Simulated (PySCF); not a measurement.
C₇H₁₁Cl.
Numbering: `[CH3:1][C@@H:2]1[C@@H:3]2[CH2:4][C@H:5]1[C@H:6]([Cl:7])[CH2:8]2` (hydrogens: H9, H10, H11 on C1; H12 on C2; H13 on C3; H14, H15 on C4; H16 on C5; H17 on C6; H18, H19 on C8)

Computed with PySCF at PBE0/def2-SVPD, non-relativistic, on one gas-phase PBE0-D3(BJ)/def2-SVP geometry that isn't relaxed in the solvent. The solvent is an IEF-PCM continuum (cavity from Bondi-type radii × 1.2), and excitations are vertical TDDFT with non-equilibrium linear response and a frozen core. Specific hydrogen bonds and non-electrostatic terms are outside this model.

Gas-phase singlets (H = HOMO, L = LUMO):

```
state  E (eV)  λ (nm)      f  leading configurations
   S1   7.219     172  0.003      H→L 64%, H→L+1 27%
   S2   7.327     169  0.001  H-1→L 61%, H-1→L+1 27%
   S3   7.827     158  0.015      H→L+1 67%, H→L 25%
   S4   7.933     156  0.022  H-1→L+1 52%, H-1→L 27%
   S5   8.053     154  0.016    H→L+2 45%, H-2→L 34%
```

Task: Give the list for tetrahydrofuran (ε = 7.426), n² = 1.97.

Result: 
| state | E (eV) | λ (nm) | f | leading configurations | change by rank (eV) |
| --- | --- | --- | --- | --- | --- |
| S1 | 7.256 | 171 | 0.007 | H→L 84% | +0.037 |
| S2 | 7.361 | 168 | 0.002 | H-1→L 76% | +0.034 |
| S3 | 7.919 | 157 | 0.013 | H→L+1 44%, H-2→L 36% | +0.092 |
| S4 | 7.968 | 156 | 0.053 | H→L+1 37%, H-1→L+1 22% | +0.035 |
| S5 | 8.073 | 154 | 0.015 | H-1→L+1 55%, H-2→L 24% | +0.020 |

Task: What are the lowest 5 singlets in acetonitrile (ε = 35.69)?

Result: 
```json
{"state": "S1", "E (eV)": "7.261", "λ (nm)": "171", "f": "0.007", "leading configurations": "H→L 84%", "change by rank (eV)": "+0.042"}
{"state": "S2", "E (eV)": "7.364", "λ (nm)": "168", "f": "0.002", "leading configurations": "H-1→L 75%, H-3→L 9%", "change by rank (eV)": "+0.037"}
{"state": "S3", "E (eV)": "7.914", "λ (nm)": "157", "f": "0.017", "leading configurations": "H-2→L 49%, H→L+1 25%", "change by rank (eV)": "+0.087"}
{"state": "S4", "E (eV)": "7.977", "λ (nm)": "155", "f": "0.044", "leading configurations": "H→L+1 55%, H-1→L+1 17%", "change by rank (eV)": "+0.044"}
{"state": "S5", "E (eV)": "8.071", "λ (nm)": "154", "f": "0.016", "leading configurations": "H-1→L+1 60%, H-2→L 18%", "change by rank (eV)": "+0.018"}
```

Task: How do the frontier levels move from gas to acetonitrile?

Result: 
```tsv
orbital	gas (eV)	solvent (eV)	change (eV)	Löwdin shares, gas	Löwdin shares, solvent
LUMO+2	1.04	1.23	+0.19	Cl7 16 %, C1 15 %, H17 10 %, H10 8 %	Cl7 24 %, C1 13 %, H17 10 %, H10 7 %
LUMO+1	0.95	0.96	+0.01	Cl7 42 %, C6 17 %, H18 7 %, C8 7 %	Cl7 25 %, C1 8 %, C8 7 %, C6 6 %
LUMO	0.57	0.63	+0.06	Cl7 22 %, C6 10 %, C4 9 %, C1 8 %	Cl7 54 %, C6 20 %, C4 4 %
HOMO	-8.05	-8.11	-0.06	Cl7 58 %, C6 9 %, C8 7 %, C5 5 %	Cl7 41 %, C6 8 %, C2 8 %, C3 8 %
HOMO-1	-8.18	-8.19	-0.01	Cl7 55 %, C6 11 %, C5 9 %, C2 6 %	Cl7 27 %, C2 13 %, C5 13 %, C6 9 %
HOMO-2	-8.65	-8.55	+0.10	C2 21 %, C3 19 %, Cl7 15 %, C5 8 %	Cl7 26 %, C3 17 %, C2 15 %, C8 6 %
HOMO-3	-8.89	-8.79	+0.10	C2 17 %, C4 16 %, Cl7 13 %, C3 11 %	Cl7 32 %, C4 11 %, C3 10 %, C2 10 %
```

The HOMO–LUMO gap goes from 8.62 to 8.73 eV. Rows go by rank; for HOMO-1, HOMO, LUMO, LUMO+1 and LUMO+2 the atom shares or the degeneracy differ between the runs, so the row needn't follow one orbital.

Cost: about 2.2 min of CPU time on one thread; the machine was shared, so the figure is rough. This is the whole response run at PBE0/def2-SVPD in acetonitrile, SCF included.
